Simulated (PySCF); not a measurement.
# A small calculation by hand: entropy of an ideal gas

Zn(H)(GeH3) (GeH₄Zn), SMILES [ZnH][GeH3].

Coordinates come from a B3LYP-D3(BJ)/def2-TZVP optimisation.

B3LYP-D3(BJ)/def2-TZVP (PySCF) gives the harmonic wavenumbers 246, 331, 331, 467, 467, 797, 889, 889, 1840, 2092, 2098, 2098 cm⁻¹ and the rotational temperatures 3.9399, 0.1097, 0.1097 K. The molar mass is 142.04 g/mol, the symmetry number 3, the spin multiplicity 1.

Q: Work out the entropy at 298.15 K and 1 atm in the rigid-rotor, harmonic-oscillator model.

A: 
Translation (Sackur–Tetrode at 1 atm): S = R[1.5 ln M + 2.5 ln T − 1.16487] = 170.6 J/(mol K).
Rotation: q = (√π/σ) T^1.5/√(θA θB θC) = 14000, S = R[ln q + 3/2] = 91.8 J/(mol K).
Vibration: with u = 1.4388 ν/T, each mode gives R[u/(e^u − 1) − ln(1 − e^−u)]:
```tsv
ν (cm⁻¹)	modes	u	S (J/(mol K))
246	1	1.19	7.36
331	2	1.60	10.50
467	2	2.25	6.24
797	1	3.85	0.88
889	2	4.29	1.22
1840	1	8.88	0.01
```
The stiffer modes add less than 0.005 each. Sum 26.2 J/(mol K).
Spin: R ln 1 = 0.0 J/(mol K).
Total 288.6 J/(mol K); the program's own thermochemistry gives 288.6. Translation makes up 59 % and vibration 9 %. Anharmonicity, hindered rotation and orbital degeneracy are left out.
